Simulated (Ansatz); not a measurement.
`CS[SiH]` + `[CH3][Mg][OH]` → `C[SiH]` + `C[S][Mg][OH]`  (redistribution)

Gas-phase electronic energies from Ansatz, PBE0-D4/def2-TZVP geometries. CCSD(T)/CBS adds triple-zeta CCSD(T) − MP2 to the extrapolated MP2 energy (def2 sets, frozen cores). This one scheme is used for every species. DFT in def2-TZVPP. For Mg outer-core shells are correlated without core-valence functions, which leaves a few kJ/mol of doubt a bond. Each species was taken in one conformer, which may not be the lowest.

Problem. Is it downhill or uphill in electronic energy at CCSD(T)/CBS, and by how much? (An estimate is asked.)

Solution. Computed: Uphill: ΔE = +16.0 kJ/mol.

Problem. What do these levels give: LDA (SPW92), revPBE-D4, B97M-V, r2SCANh-D4, BHLYP-D4, r2SCAN, PBE0, BHLYP, RPA@PBE/def2-TZVPP, MP2/def2-SVP, CCSD(T)/def2-SVP, MP2/def2-QZVPP? (An estimate is asked.)

Solution. Ansatz gave: LDA (SPW92) 37.3, revPBE-D4 27.5, B97M-V 20.1, r2SCANh-D4 19.6, BHLYP-D4 8.3, r2SCAN 22.2, PBE0 18.7, BHLYP 6.3, RPA@PBE/def2-TZVPP 13.3, MP2/def2-SVP 3.4, CCSD(T)/def2-SVP 1.5, MP2/def2-QZVPP 18.5 kJ/mol.

Largest T1 diagnostic among the species: 0.016.

From PBE to PBE0 (25 % exact exchange), in def2-TZVPP and without D4, ΔE moves by −10.5 kJ/mol. Leaving LDA and LC-ωPBE aside and taking each functional with its dispersion term where it has one, the values, not all of them listed here, spread over 22.0 kJ/mol, from BHLYP-D4 to PBE-D4. LDA lies +8.1 kJ/mol from PBE without D4. At CCSD(T), def2-SVP lies −14.5 kJ/mol from the extrapolated value and def2-TZVPP −3.0 kJ/mol.
